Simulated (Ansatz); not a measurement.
```xyz
2

As    0.7077   -0.8239   -0.1208
As   -0.7077    0.8239    0.1208
```

Charge 1, multiplicity 2.

Task: List the PBE/def2-TZVPP orbital energies in eV (the Gaussian-basis code of Ansatz). (Estimate.)

Result: The calculation gave: α occupied: -11548.92, -11548.92, -1455.54, -1455.54, -1302.74, -1302.74, -1302.66, -1302.66, -1302.61, -1302.61, -191.03, -191.03, -139.59, -139.59, -139.35, -139.35, -139.24, -139.22, -49.04, -48.98, -48.96, -48.95, -48.94, -48.83, -48.81, -48.74, -48.63, -48.58, -23.62, -19.18, -13.78, -13.52, -13.08. α empty: -10.65, -10.04, -6.18, -2.39, -2.09, -1.87, -1.75, -1.29. β occupied: -11548.91, -11548.91, -1455.54, -1455.54, -1302.71, -1302.71, -1302.65, -1302.65, -1302.61, -1302.61, -191.01, -191.01, -139.52, -139.52, -139.34, -139.33, -139.23, -139.21, -48.96, -48.90, -48.90, -48.88, -48.86, -48.81, -48.76, -48.73, -48.63, -48.56, -23.11, -18.77, -13.31, -12.88. β empty: -12.70, -9.87, -9.75, -5.91, -1.85, -1.55, -1.48, -1.19. ⟨S²⟩ = 0.752.
